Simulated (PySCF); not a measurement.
# A search over the determinants of LiHg⁺

Unrestricted PBE0; Li def2-TZVP, Hg def2-TZVP with ECP60; scalar-relativistic core potentials (PySCF 2.14). Outer shells of the fragments: Li+ closed shells only; Hg 5d10 6s2.

Followed along the bond (rough minima from three points):

```json
{"2Ms+1": "1", "unpaired": "none", "⟨S²⟩ at the start": "0.00", "R at minimum (Å)": "2.68", "Te (eV)": "0.00"}
{"2Ms+1": "3", "unpaired": "σ ↑↑", "⟨S²⟩ at the start": "2.00", "R at minimum (Å)": "none in the scan", "Te (eV)": "≤ 4.32"}
```

Solutions found at the starting distance of 2.760 Å, counted from the lowest of them; the search is not exhaustive and high or unbound solutions are not listed, so other states can lie among these:

| 2Ms+1 | unpaired | term | E (eV) | ⟨S²⟩ | ⟨Lz²⟩ | μ (D) |
| --- | --- | --- | --- | --- | --- | --- |
| 1 | none | ¹Σ⁺ | 0.00 | 0.00 | 0.00 | -9.62 |
| 3 | σ ↑↑ | ³Σ⁺ | 4.49 | 2.00 | 0.00 | -7.92 |
| 3 | σ ↑, π ↑ | ³Π | 5.57 | 2.00 | 1.01 | -8.19 |
| 1 | σ ↑, π ↓ | mixed | 6.18 | 1.00 | 1.00 | -7.15 |
| 3 | σ ↑, π ↑ | ³Π | 9.21 | 2.00 | 1.00 | -8.04 |
| 3 | σ ↑, δ ↑ | ³Δ | 9.40 | 2.00 | 4.00 | -7.68 |

A term symbol is given only where ⟨S²⟩ and ⟨Lz²⟩ are close to those of a pure state; real π, δ and φ orbitals otherwise mix terms. A positive dipole points towards Hg; it is taken about the centre of mass and depends on that origin.

Spin–orbit coupling is left out. Counting both spins, an empty level lies below a filled one in some of these solutions, because spin and occupation are held.
